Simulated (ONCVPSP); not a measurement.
platinum (Pt), ONCV: configuration errors across variants

* Element: platinum (Pt)
* Generator: ONCVPSP 4.0.1
* Type: optimised norm-conserving Vanderbilt (ONCV)
* Functional: BLYP
* Relativity: scalar-relativistic
* Frozen core: [Kr] 4d10
* Valence charge: 32
* Reference configuration: 4f14 5s2 5p6 5d8 6s2
* Partial waves: 5s+6s: rc 1.45 bohr, ncon 4, nbas 8, qcut 7.6 1/bohr, 2 projectors; 5p: rc 1.90 bohr, ncon 4, nbas 8, qcut 8.6 1/bohr, 1 projector; 5d: rc 2.05 bohr, ncon 4, nbas 9, qcut 6.7 1/bohr, 1 projector; 4f: rc 0.65 bohr, ncon 4, nbas 8, qcut 28.9 1/bohr, local
* Local potential: the f channel
* Core correction: Teter function, fcfact 2.5, rcfact 1.5

All-electron excitation energies from the reference (eV): (1) 4f14 5s2 5p6 5d9 6s1 -0.900; (2) 4f14 5s2 5p6 5d9 6s0 8.340; (3) 4f14 5s2 5p6 5d8 6s0 28.218; (4) 4f14 5s2 5p6 5d8 6s1 10.144.

1 further variants failed, have other tests or too few solved ones, and are left out.

A true bound ghost makes a file unfit for plane-wave use even where its test errors are small: the radial tests pick states by their node count and pass the ghost by.

Errors AE − PS in meV (a dash: test not solved or not reliable):

```tsv
change	(1)	(2)	(3)	(4)	bound ghosts	GHOST(+) flags above zero
base	-4.8	-12	-16	-4.6	s, p, d	none
p: rc 1.32	-4.9	-13	-16	-4.7	s, p, d	none
p: rc 1.44	-4.9	-13	-16	-4.6	s, p, d	none
p: rc 1.66	-4.9	-12	-16	-4.6	s, p, d	none
p: rc 1.8	-4.8	-12	-16	-4.5	s, p, d	none
p: rc 2	-4.7	-12	-15	-4.5	s, p, d	none
p: rc 2.08	-4.7	-12	-15	-4.5	s, p, d	none
p: rc 2.48	-4.6	-12	-15	-4.5	s, p, d	none
p: rc 2.82	-4.7	-12	-16	-4.5	s, p, d	none
```

(1) Give the same row for: p: rc 2.26.

## Answers

(1) -4.7, -12, -16, -4.5; bound ghosts: s, p, d; GHOST(+) flags above zero: none.
